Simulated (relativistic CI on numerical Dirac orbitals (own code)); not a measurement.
# Calculated levels, Mg6+

Calculated at this level of theory: Dirac-Coulomb-Breit CI, separate exchange-only KLI orbitals for each configuration, model QED (radiative potential, 1s self-energy scaled to tabulated hydrogen-like ionisation energies), unscaled Slater integrals (own radial code, finite nucleus).

CI space (outside the closed core 1s2): 2s²2p², 2s2p³, 2p⁴, 2s²2p3s, 2s²2p3p, 2p³3s, 2s²2p3d, 2p³3p, 2p³3d, 2s2p²3s, 2s2p²3p, 2s2p²3d, 2s²2p4s, 2s²2p4p, 2s²2p4d, 2s²2p4f. Levels of other configurations are missing.

The lowest level is 2s²2p² ³P0, with 98 % of that term; Hund's rules for 2s²2p² give ³P with J = 0, in agreement.

```
No.  Configuration  Term  J  E (cm⁻¹)    %  Landé g  Lifetime (s)
  1         2s²2p²    ³P  0         0   98                       
  2         2s²2p²    ³P  1      1100   98    1.501      4.19e+01
  3         2s²2p²    ³P  2      2898   98    1.500      1.28e+01
  4         2s²2p²    ¹D  2     43847   98    1.000      2.13e-01
  5         2s²2p²    ¹S  0     85425   95               2.53e-02
  6     2s2p³(4S°)   ⁵S°  2    109854  100    2.001      2.71e-05
  7     2s2p³(2D°)   ³D°  3    235249  100    1.333      5.51e-10
  8     2s2p³(2D°)   ³D°  2    235370   99    1.167      5.37e-10
  9     2s2p³(2D°)   ³D°  1    235440  100    0.499      5.29e-10
 10     2s2p³(2P°)   ³P°  1    278051  100    1.500      1.95e-10
 11     2s2p³(2P°)   ³P°  2    278055  100    1.500      1.97e-10
 12     2s2p³(2P°)   ³P°  0    278108  100               1.94e-10
 13     2s2p³(2D°)   ¹D°  2    366376   99    1.000      6.52e-11
 14     2s2p³(4S°)   ³S°  1    372679   99    2.000      3.08e-11
 15     2s2p³(2P°)   ¹P°  1    409649   99    1.001      3.85e-11
 16            2p⁴    ³P  2    553203   98    1.500      5.52e-11
 17            2p⁴    ³P  1    555254   98    1.501      5.48e-11
 18            2p⁴    ³P  0    556125   98               5.46e-11
 19            2p⁴    ¹D  2    592646   98    1.000      1.11e-10
 20            2p⁴    ¹S  0    678556   94               4.68e-11
 21        2s²2p3s   ³P°  0   1042236   95               1.72e-11
 22        2s²2p3s   ³P°  1   1043134   94    1.495      1.71e-11
 23        2s²2p3s   ³P°  2   1045451   95    1.501      1.72e-11
 24        2s²2p3s   ¹P°  1   1057276   95    1.005      1.07e-11
 25        2s²2p3p    ¹P  1   1099564   90    0.980      4.29e-10
 26        2s²2p3p    ³D  1   1105047   90    0.526      4.59e-10
 27        2s²2p3p    ³D  2   1106039   95    1.167      4.60e-10
 28        2s²2p3p    ³D  3   1108070   95    1.334      4.62e-10
 29        2s²2p3p    ³S  1   1114739   92    1.981      1.37e-10
 30        2s²2p3p    ³P  0   1119527   88               7.62e-11
```

Energies count from the lowest computed level; ° marks odd parity; lifetimes are radiative, by E1, M1, E2 decay to levels of this space only. Percentages are summed over parent terms; the parents shown are those of the largest component, closed shells are left out there.

The mean weight of the leading LS term, summed over parents, in these 30 levels is 97 %, and that of the leading jj configuration (from the same eigenvectors) 68 %, so LS coupling describes them better.

At this charge configurations can still be misplaced by up to about 7 % of their energy. 64 of the 66 excited levels that our extract of the measured tables holds in this range could be paired (the sources list more); they are missed by 6198 cm⁻¹ on average and 20116 at most, and levels without a partner can miss by more.

Landé's interval rule says that E(J) − E(J−1) = AJ with one A. For the ground term the intervals give A = 1099.6, 899.2 cm⁻¹ for J = 1, 2; the multiplet is regular.
